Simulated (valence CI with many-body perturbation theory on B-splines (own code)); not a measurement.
**Gd³⁰⁺: what each term of the Hamiltonian does**

Calculated by valence CI with perturbative core correlation (CI+MBPT): six valence electrons over a frozen Dirac-Fock core [Ar] 3d10, radial functions for each j: 9 s, 9 p, 8 d, 6 f, 3 g, 1 h, with the one-electron correlation potential Σ1 (screened to all orders), the two-electron term Σ2, the three-electron term Σ3, Breit, model QED; selected single and double excitations, second order for the rest, scaled by the run's own slope (own B-spline code, finite nucleus).

No measured spectrum was set against this ion. As an estimate, large intervals hold to a few tenths of a per cent, small ones and those within an open d or f shell to about a per cent. Among the levels kept, up to 640 cm⁻¹ of a level comes from second order outside the variational space, and about a tenth of that is noise between levels of different J, which matters for small intervals.

Each rung adds one term. CI alone is the Dirac-Coulomb CI over the frozen core; QED comes last and gives the full result, which names the levels. Energies are above (4s^2 4p1/2^2 4p3/2^2) J=2 on the same rung, in cm⁻¹.

Levels are named by their leading jj configuration (3d3/2^4 stands for four electrons in 3d with j = 3/2), which in mixed levels can hold well under half, so a name can repeat and another be missing. Letters in brackets count levels of one name in rising energy.

```csv
Level,CI alone,+ Σ1,+ Σ2,+ Σ3,+ Breit,Full
(4s^2 4p1/2^2 4p3/2^2) J=0,56404,56437,55608,55350,55508,55485
(4s^2 4p1/2 4p3/2^3) J=1,330251,331632,332879,332956,328993,329476
(4s^2 4p1/2 4p3/2^3) J=2,360776,362166,362927,362867,358704,359197
(4s^2 4p3/2^4) J=0,715172,717939,719593,719464,711517,712455
(4s 4p1/2^2 4p3/2^3) J=2,911327,911783,912991,913620,912469,908975
(4s^2 4p1/2^2 4p3/2 4d3/2) J=1,941610,941227,941130,941697,940160,938204
(4s^2 4p1/2^2 4p3/2 4d3/2) J=2,962339,961489,960656,961127,959065,958032
(4s^2 4p1/2^2 4p3/2 4d3/2) J=0,972355,971335,970200,970676,968889,968085
(4s^2 4p1/2^2 4p3/2 4d3/2) J=3,976513,975523,974539,974957,972559,971841
(4s^2 4p1/2^2 4p3/2 4d5/2) J=4,1038520,1037990,1036800,1037290,1033280,1032740
(4s 4p1/2^2 4p3/2^3) J=1,1048020,1048240,1045290,1045570,1043710,1041070
(4s^2 4p1/2^2 4p3/2 4d5/2) J=2,1087370,1087110,1083880,1084210,1080630,1079580
(4s^2 4p1/2^2 4p3/2 4d5/2) J=3,1120470,1119990,1116080,1116210,1112310,1111760
(4s^2 4p1/2^2 4p3/2 4d5/2) J=1,1158700,1158360,1154250,1154110,1150510,1149730
(4s 4p1/2 4p3/2^4) J=0,1227450,1228740,1231210,1231890,1226790,1224570
(4s^2 4p1/2 4p3/2^2 4d3/2) J=1 [a],1249600,1250240,1251240,1251940,1246260,1245340
(4s^2 4p1/2 4p3/2^2 4d3/2) J=2 [a],1261300,1261600,1262100,1262800,1256690,1256440
(4s^2 4p1/2 4p3/2^2 4d3/2) J=3 [a],1283070,1283410,1283710,1284320,1277820,1277580
(4s^2 4p1/2 4p3/2^2 4d3/2) J=0,1285590,1286530,1287330,1288040,1281860,1280650
(4s^2 4p1/2 4p3/2^2 4d5/2) J=1 [a],1304320,1305600,1305710,1306310,1300110,1298380
(4s^2 4p1/2 4p3/2^2 4d3/2) J=4,1313960,1314310,1314320,1314730,1308030,1307780
(4s^2 4p1/2 4p3/2^2 4d5/2) J=3 [a],1331510,1332310,1332670,1333420,1325590,1325530
(4s^2 4p1/2 4p3/2^2 4d5/2) J=4 [a],1339400,1340170,1340410,1341040,1333230,1333160
(4s^2 4p1/2 4p3/2^2 4d3/2) J=2 [b],1347790,1348150,1347220,1347480,1341240,1340970
(4s^2 4p1/2 4p3/2^2 4d5/2) J=4 [b],1374010,1374830,1374780,1375280,1367090,1367030
(4s^2 4p1/2 4p3/2^2 4d5/2) J=5,1385560,1386390,1386270,1386670,1378310,1378200
(4s^2 4p1/2 4p3/2^2 4d3/2) J=1 [b],1405010,1405690,1399580,1399700,1393470,1392830
(4s^2 4p1/2 4p3/2^2 4d3/2) J=2 [c],1417250,1417710,1410070,1410010,1403920,1403440
(4s^2 4p1/2 4p3/2^2 4d3/2) J=3 [b],1427870,1428210,1420160,1419940,1413640,1413370
(4s^2 4p1/2 4p3/2^2 4d5/2) J=2 [a],1435860,1436690,1435630,1435760,1428140,1428070
(4s^2 4p1/2 4p3/2^2 4d5/2) J=0,1443570,1444700,1441780,1441980,1434730,1433920
```

(1) How does the ionisation energy move along the ladder, and which term matters most?

Answers

(1) CI alone 1190.4, + Σ1 1191.8, + Σ2 1192.0, + Σ3 1191.6, + Breit 1190.9, + QED 1190.9 eV. The largest step is Σ1, 1.4 eV. NIST lists 1189 ± 4 eV (theoretical).
